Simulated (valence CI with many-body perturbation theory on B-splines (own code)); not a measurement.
# Forbidden lines of Co22+

Method: configuration interaction combined with many-body perturbation theory (CI+MBPT): three valence electrons over a frozen Dirac-Fock core [He], radial functions for each j: 11 s, 11 p, 9 d, 7 f, 5 g, 2 h, 1 i, with the one-electron correlation potential Σ1, the two-electron term Σ2, the three-electron term Σ3, Breit, model QED; selected CI, second order for the rest (own B-spline code, finite nucleus).

No measured spectrum was set against this ion. As an estimate, levels of excited configurations hold to 0.05 to 0.15 % of their energy, terms of the ground configuration to about 0.5 %.

Lines 1 to 8 of 8 in falling wavelength, among levels below 1275.9 eV, chosen from the decays that carry over 1 % of a level's rate. Wavelengths and rates use the calculated energies, so an error of 800 cm⁻¹ moves a line at 1.143 nm by 0.0091 % and its rate by three times that or more. Electric multipoles are in the length gauge, E1 and E2 with the static RPA response of the core. Weak lines are less certain than strong ones. Lines between different terms over intervals too small for the method are left out, as are lines whose strength nearly cancels.

| λ vac (nm) | Upper | Lower | Type | A (s⁻¹) | Branch % |
| --- | --- | --- | --- | --- | --- |
| 71.59 | 2s²2p ²P°_3/2 | 2s²2p ²P°_1/2 | M1 | 2.45e+04 | 100.0 |
| 1.143 | 2s2p3p ⁴D_7/2 | 2s2p² ²D_5/2 | E2 | 2.05e+08 | 3.0 |
| 1.124 | 2s²3p ²P°_1/2 | 2s²2p ²P°_3/2 | E2 | 5.00e+09 | 2.0 |
| 1.123 | 2s2p3d ⁴F°_9/2 | 2s2p² ²D_5/2 | M2 | 1.76e+07 | 3.5 |
| 1.121 | 2s2p3p ⁴D_5/2 | 2s2p² ⁴P_5/2 | E2 | 2.00e+09 | 2.3 |
| 1.110 | 2s2p3p ⁴D_7/2 | 2s2p² ⁴P_5/2 | E2 | 2.85e+09 | 42.0 |
| 1.105 | 2s2p3p ⁴D_5/2 | 2s2p² ⁴P_1/2 | E2 | 2.63e+09 | 3.1 |
| 1.102 | 2s2p3p ⁴D_7/2 | 2s2p² ⁴P_3/2 | E2 | 2.08e+09 | 30.6 |
